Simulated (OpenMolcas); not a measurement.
Ho2+ among 8 point charges of -2 e arranged as a cube (Oh), 3.09 Å from the ion.
```
   1.7840    1.7840    1.7840  -2.00
   1.7840    1.7840   -1.7840  -2.00
   1.7840   -1.7840    1.7840  -2.00
   1.7840   -1.7840   -1.7840  -2.00
  -1.7840    1.7840    1.7840  -2.00
  -1.7840    1.7840   -1.7840  -2.00
  -1.7840   -1.7840    1.7840  -2.00
  -1.7840   -1.7840   -1.7840  -2.00
```

```
Program             : OpenMolcas
Method              : CASSCF
Basis               : ANO-RCC-VDZP [7s6p4d2f1g]
Scalar Hamiltonian  : DKH2, point nucleus
Active space        : 11 electrons in 7 orbitals (4f)
State averaging     : 2S+1 = 4 odd, 35 roots; 2S+1 = 2 odd, 73 roots kept (CI in the orbitals of an earlier block)
Spin-orbit coupling : RASSI with atomic mean-field integrals over the reference wave functions
```

What is the spin-free ground state (labels of O, the rotations of Oh)?

4E, 2-fold in its orbital part, 100 % from free-ion I terms; it has the highest spin that f11 allows.

Where is the first state of the same spin?

4T2 at 7.31 cm-1 above the ground state.

What are the lowest two levels with spin-orbit coupling?

A 2-fold level Γ6 with g = 5.99, 5.99, 5.99, then a 4-fold level Γ8 9.8 cm-1 above it. Their leading multiplicities are 4 (98 %) and 4 (98 %).

What is χT at 300 K, and how does it compare with the textbook value?

Hund's rules give f11 the level 4I15/2 with g = 1.200, so an isolated free-ion multiplet has χT = g² J(J+1) / 8 = 11.475 cm3 K/mol. The computed 11.436 at 300 K differs by 0 %, through the field's splitting, the mixing of terms and any other multiplet in reach.

High states are left out of the spin-orbit mixing, which shifts the levels that they would mix with. This is an electrostatic model: the charges have no orbitals. The first state left out of the spin-orbit step lies near 46000 cm-1 above the lowest spin-free state of the reference (among the parities and spins computed), and the lists stop at four fifths of that energy or lower. No measured value stands beside these numbers.
